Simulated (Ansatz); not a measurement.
`C[SiH2][Si](F)(F)F`. Charge 0, multiplicity 1. All single points use the PBE0-D4/def2-TZVP geometry. It is one conformer, not always the lowest.

```xyz
11

C    -1.089   -0.282   -1.327
Si    0.300   -0.821   -0.196
Si    0.770    0.858    1.350
F     1.199    2.209    0.640
F     1.941    0.475    2.344
F    -0.492    1.206    2.244
H    -1.314   -1.065   -2.053
H    -0.814    0.623   -1.873
H    -1.996   -0.074   -0.755
H    -0.059   -2.041    0.575
H     1.554   -1.088   -0.951
```

Question: What is the dipole moment at B3LYP/def2-TZVPP? (Estimate.)

Answer: Ansatz gave: 2.77 D, with components (-1.12, -1.44, -2.09) D in this frame, pointing from negative to positive charge.

Question: And with PBE, r2SCAN, ωB97M-V? (Estimate.)

Answer: Computed: PBE 2.67 D, r2SCAN 2.70 D, ωB97M-V 2.76 D.

Question: Give the Mulliken charges with B3LYP, ωB97M-V, r2SCAN in def2-TZVPP. (Best estimate.)

Answer: Ansatz gave: 
```tsv
atom	B3LYP	ωB97M-V	r2SCAN
C1	-0.39	-0.44	-0.30
Si2	0.16	0.08	0.16
Si3	0.90	0.87	0.89
F4	-0.30	-0.29	-0.30
F5	-0.30	-0.29	-0.30
F6	-0.30	-0.29	-0.30
H7	0.11	0.13	0.08
H8	0.12	0.13	0.09
H9	0.12	0.13	0.09
H10	-0.06	-0.01	-0.06
H11	-0.06	-0.01	-0.06
```

B3LYP here is the variant with VWN-RPA as its local correlation; programs differ in this.
